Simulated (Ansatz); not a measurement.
Input for Ansatz (an electronic-structure program): R-CCSD(T)/aug-cc-pVTZ on boron oxyfluoride (SMILES O=BF), atoms moved off the minimum.

Ansatz 0.2 input:
```yaml
crystal:
  periodic: [false, false, false]
  atoms:
    - {symbol: F, position_ang: [-0.01151030, -0.01689450, -1.24816750]}
    - {symbol: B, position_ang: [-0.01148709, -0.01744417, 0.00802628]}
    - {symbol: O, position_ang: [0.04541410, -0.00886773, 1.23432928]}
basis:
  gaussian:
    orbitals: aug-cc-pVTZ
magnetization: {spin_polarized: false}
correlation: {method: ccsd_t, electrons: outside_noble_gas}
scf: {lower_state_search: off}
output: {forces: true}
```

The log:

```
WARN ansatz: RAYON_NUM_THREADS=1 ignored (pool sized by the plan → 1); use --threads N
Functional definition: HF
these checks for a lower state are left out or cut short: starts, cluster_reference, orbital_swaps, neighbouring_geometries, increment
integrals: 0.28 GiB planned
853 factors; integrals over basis functions are off by at most 9.7e-4 eV
mean field: 0.25 GiB planned
mean field evaluation 1: about -5415.6818 eV, gradient 4.5e1 eV
mean field evaluation 2: about -5415.6820 eV, gradient 4.5e1 eV
mean field evaluation 4: about -5419.2738 eV, gradient 3.1e0 eV
mean field evaluation 8: about -5419.3113 eV, gradient 4.5e-1 eV
mean field -5419.31253044 eV, -199.1560621516 hartree, gradient 1.7e-6 eV, S^2 0.000000; 0 other end points of the search recorded, 0 dependent functions left out
3 core orbitals not correlated
reference -5419.31253044 eV, -199.1560621516 hartree; 8, 8 occupied and 127, 127 virtual orbitals, 853 factors
densities: 1.30 GiB planned
second order -15.85904272 eV of doubles, -0.00000000 eV of singles
coupled cluster: 0.79 GiB planned
cycle   1  -15.26694526 eV  change    5.9e-1 eV  update   9.9e-2
cycle   2  -15.64789631 eV  change   -3.8e-1 eV  update   3.2e-2
cycle   3  -15.74308934 eV  change   -9.5e-2 eV  update   1.5e-2
cycle   4  -15.72709855 eV  change    1.6e-2 eV  update   3.2e-3
cycle   5  -15.72433893 eV  change    2.8e-3 eV  update   1.1e-3
cycle   6  -15.72523167 eV  change   -8.9e-4 eV  update   3.0e-4
cycle   7  -15.72518477 eV  change    4.7e-5 eV  update   9.5e-5
cycle   8  -15.72514271 eV  change    4.2e-5 eV  update   2.6e-5
cycle   9  -15.72515325 eV  change   -1.1e-5 eV  update   1.0e-5
cycle  10  -15.72515224 eV  change    1.0e-6 eV  update   3.7e-6
perturbative correction -0.62062801 eV, -0.0228076587 hartree
the calculation of the forces begins
mean field evaluation 16: about -5419.3125 eV, gradient 1.7e-6 eV
Total energy: -5435.65831069 eV, -199.7567584963 hartree
Atom 0 at    -0.011510    -0.016894    -1.248168 Å, force    -0.112364    -0.017168    -1.895617 eV/Å
Atom 1 at    -0.011487    -0.017444     0.008026 Å, force     0.261352     0.040716     2.626617 eV/Å
Atom 2 at     0.045414    -0.008868     1.234329 Å, force    -0.148987    -0.023549    -0.731000 eV/Å
Dipole moment:    -0.031815    -0.004887    -0.477319 e Å
Checks for a lower state left out: starts, cluster_reference, orbital_swaps, neighbouring_geometries, increment
```

The run converged.

Cost: around 80 core-seconds (rough).
